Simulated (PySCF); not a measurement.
Al2(mu-H)2(OMe)4, C₄H₁₄Al₂O₄, singlet, GFN2-xTB optimised geometry.

```
24

Al    -0.56    -1.13     0.02
Al     0.56     1.13     0.00
H      0.00     0.00    -1.21
O      0.44    -2.43     0.02
C      1.35    -3.49     0.02
H      0.82    -4.45     0.00
H      2.00    -3.43    -0.86
H      1.97    -3.46     0.92
O     -2.20    -1.13     0.03
C     -3.59    -1.07     0.03
H     -3.94    -0.54    -0.87
H     -4.02    -2.07     0.04
H     -3.94    -0.52     0.91
H      0.00     0.00     1.23
O      2.20     1.13     0.00
C      3.59     1.06     0.00
H      3.94     0.56    -0.90
H      4.02     2.07     0.04
H      3.94     0.50     0.87
O     -0.44     2.43     0.00
C     -1.35     3.49     0.00
H     -1.99     3.44    -0.88
H     -1.97     3.46     0.90
H     -0.81     4.45    -0.02
```

Density from PySCF with B3LYP/def2-SVP at that geometry.

Minimum of the electron density along straight lines between bonded atoms, close to the bond critical point (lines longer than 1.1 times the sum of covalent radii, or with two minima, are not listed):

```csv
bond,length / Å,ρ at the minimum / e bohr⁻³,∇²ρ there / e bohr⁻⁵,position (fraction from the first atom)
Al1–O4,1.639,0.105,1.07,0.44
O4–C5,1.395,0.254,-0.29,0.66
C5–H6,1.094,0.282,-1.07,0.63
C5–H7,1.093,0.282,-1.07,0.63
C5–H8,1.093,0.282,-1.07,0.63
Al1–O9,1.639,0.105,1.07,0.44
O9–C10,1.395,0.254,-0.29,0.66
C10–H11,1.093,0.282,-1.07,0.63
C10–H12,1.093,0.282,-1.07,0.63
C10–H13,1.093,0.282,-1.07,0.63
Al2–O15,1.639,0.105,1.07,0.44
O15–C16,1.395,0.254,-0.29,0.66
C16–H17,1.093,0.282,-1.07,0.63
C16–H18,1.093,0.282,-1.07,0.63
C16–H19,1.093,0.282,-1.07,0.63
Al2–O20,1.639,0.105,1.07,0.44
O20–C21,1.395,0.254,-0.29,0.66
C21–H22,1.093,0.282,-1.07,0.63
C21–H23,1.093,0.282,-1.07,0.63
C21–H24,1.093,0.282,-1.07,0.63
```
